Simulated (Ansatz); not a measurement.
```yaml
crystal:
  periodic: [false, false, false]
  atoms:
    - {symbol: C, position_ang: [1.150537, -1.465884, 0.752417]}
    - {symbol: C, position_ang: [0.413688, -0.319812, 0.177359]}
    - {symbol: O, position_ang: [0.922300, 0.724601, -0.242487]}
    - {symbol: O, position_ang: [-0.888968, -0.382726, 0.090195]}
    - {symbol: Ge, position_ang: [-1.109863, 1.292473, -0.673873]}
    - {symbol: F, position_ang: [-0.889307, 2.652807, 0.327011]}
    - {symbol: F, position_ang: [-0.656708, 1.484902, -2.304382]}
    - {symbol: F, position_ang: [-2.816538, 1.229455, -0.797069]}
    - {symbol: H, position_ang: [0.794120, -1.643960, 1.768820]}
    - {symbol: H, position_ang: [2.218521, -1.267399, 0.752971]}
    - {symbol: H, position_ang: [0.927620, -2.361556, 0.169538]}
basis:
  gaussian: {orbitals: pcseg-2}
hamiltonian: {xc: {name: HF}}
correlation: {active_space: {window: {electrons: 3, orbitals: 2}}}
scf: {lower_state_search: off}
output: {forces: true}
```

```sh
$ ansatz run in.yaml --threads 2 --pin off --events-out ev --progress --plain --max-ram 32768MiB --backend cuda --devices 0, --max-vram 18GiB
```

Output, abridged:

```
Functional definition: HF
1819 factors; integrals over basis functions are off by at most 1.1e-3 eV
mean field evaluation 1: about -70778.0047 eV, gradient 6.0e1 eV
mean field evaluation 2: about -70778.2589 eV, gradient 6.1e1 eV
mean field evaluation 4: about -70784.3888 eV, gradient 4.2e0 eV
mean field evaluation 8: about -70784.4628 eV, gradient 5.0e-1 eV
mean field -70784.46418604 eV, -2601.2810794039 hartree, gradient 9.2e-6 eV, S^2 0.000000; 0 other end points of the search recorded, 0 dependent functions left out
reference -70784.46418604 eV, -2601.2810794039 hartree; 45, 45 occupied and 250, 250 virtual orbitals, 1819 factors
Error: 3 electrons in 2 orbitals form no window around the highest filled level of the reference
```

Something in this input is off. What?

The active space doesn't fit the electrons. The run stopped with an error.
